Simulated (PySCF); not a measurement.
I2In, doublet, geometry from GFN2-xTB (such geometries of metal compounds can be far from the true shape) (the spin is typed, not shown lowest) (core potentials on I, In). Base run: M062X/def2-SVP in PySCF.

Here is a job for PySCF.
```python
from pyscf import gto, scf, dft, solvent

mol = gto.M(
    atom='''
In    0.685455    0.514782    0.493283
I    -0.590366    1.611038   -1.777561
I    -0.043357   -2.086969    1.321507
''',
    basis='def2-svp',
    ecp={'I': 'def2-svp', 'In': 'def2-svp'},
    charge=0,
    spin=1,
    verbose=4,
)

mf = dft.UKS(mol)
mf.xc = 'm062x'
mf.kernel()
```

Variants of this job, named by their change:

```tsv
change	ΔE vs base (kcal/mol)	dipole (D)
base	0.000	2.70
model = IEF-PCM; solvent = toluene; lebedev_order = 41	-3.87	3.47
model = IEF-PCM; solvent = toluene; vdw_scale = 1.0	-8.37	3.86
model = IEF-PCM; solvent = toluene; r_probe = 0.5	-1.66	3.15
model = ddCOSMO; solvent = toluene	-3.48	3.47
model = IEF-PCM; solvent = acetonitrile	-8.56	4.48
model = COSMO; solvent = toluene	-3.66	3.41
model = SS(V)PE; solvent = toluene	-3.86	3.47
model = IEF-PCM; solvent = toluene	-3.87	3.47
model = C-PCM; solvent = toluene	-4.56	3.60
model = IEF-PCM; solvent = toluene; lebedev_order = 11	-3.80	3.45
model = IEF-PCM; solvent = toluene; vdw_scale = 1.4	-1.98	3.20
```

The base is the gas phase, so ΔE is the electrostatic part of solvation at a fixed geometry, without cavity and dispersion terms.

Open shells are given as the SCF converged; they aren't shown to be the lowest states, and a large step between rows can be another state.
